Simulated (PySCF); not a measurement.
## How methods differ on the ionisation energy of Tl

Tl [Xe] 4f14 5d10 6s2 6p1 (2P) → Tl+ [Xe] 4f14 5d10 6s2 (1S), as a difference of total energies. All numbers are calculated (PySCF 2.14, scalar relativity by spin-free X2C-1e, in aug-cc-pwCVTZ-DK3 (11s10p8d5f1g, 125 functions)). The calculations carry no spin-orbit coupling.

```json
{"method": "UHF", "ionisation energy (eV)": "4.997"}
{"method": "TPSSh", "ionisation energy (eV)": "5.340"}
{"method": "B3LYP", "ionisation energy (eV)": "5.494"}
```

For comparison: 5.464 eV (measured; NIST levels, between the centres of gravity of the two terms).
